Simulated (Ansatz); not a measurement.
Reaction (ligand exchange at a B–O bond): `FBO[SiH3]` + H₂Se → `FB[SeH]` + `O[SiH3]`

Program: Ansatz. Geometries: PBE0-D4/def2-TZVP. ΔE: electronic, gas phase. CBS: MP2 limit from def2 TZ/QZ plus the TZ coupled-cluster correction, frozen cores. DFT in def2-TZVPP. HSE06 is defined as in plane-wave codes. For Se outer-core shells are correlated without core-valence functions, which leaves a few kJ/mol of doubt a bond. Scalar relativity is left out up to krypton. One conformer a species, not always the lowest.

`FBO[SiH3]`:

```xyz
8

F     1.424    2.342    0.012
B     1.082    1.084   -0.221
O    -0.091    0.644    0.263
Si   -0.885   -0.807    0.207
H     1.830    0.393   -0.852
H    -2.188   -0.590   -0.462
H    -0.079   -1.800   -0.546
H    -1.094   -1.266    1.600
```

H₂Se:

Cartesian coordinates in Å:
```
Se -0.669 -0.044 0.138
H 0.243 1.060 -0.181
H 0.426 -1.016 0.043
```

`FB[SeH]`:

```xyz
5

F    -1.438    0.825    0.796
B    -0.356    0.147    0.460
Se    0.191    0.172   -1.395
H     0.249   -0.456    1.293
H     1.353   -0.688   -1.153
```

`O[SiH3]`:

Z-matrix (Å, degrees):
```
Si
O 1 1.648
H 1 1.489 2 111.7
H 1 1.489 2 111.7 3 120.9
H 1 1.481 2 105.9 3 -119.6
H 2 0.957 1 117.9 3 -60.5
```

CCSD(T)/CBS gives +0.81 eV.

(1) Another level gave +0.77 eV. Which?
A. ωB97M-V/def2-TZVPP
B. revPBE/def2-TZVPP
C. HSE06/def2-TZVPP
D. r2SCANh-D4/def2-TZVPP

(2) What do rigid-rotor, harmonic-oscillator terms from PBE0-D4/def2-TZVP frequencies (298.15 K, 1 bar) make of the CCSD(T)/CBS value? (Estimate.)

Largest T1 diagnostic among the species: 0.013.

## Answers

(1) C. HSE06 0.77, r2SCANh-D4 0.82, revPBE 0.69, ωB97M-V 0.86 eV.

(2) The calculation gave: ΔZPE = +0.08 eV, ΔH = +0.87 eV, ΔS = 3 J/(mol·K), ΔG = +0.86 eV.

At CCSD(T), def2-SVP lies +0.23 eV from the extrapolated value and def2-TZVPP +0.03 eV. From BLYP to BHLYP (50 % exact exchange), in def2-TZVPP and without D4, ΔE moves by +0.11 eV.
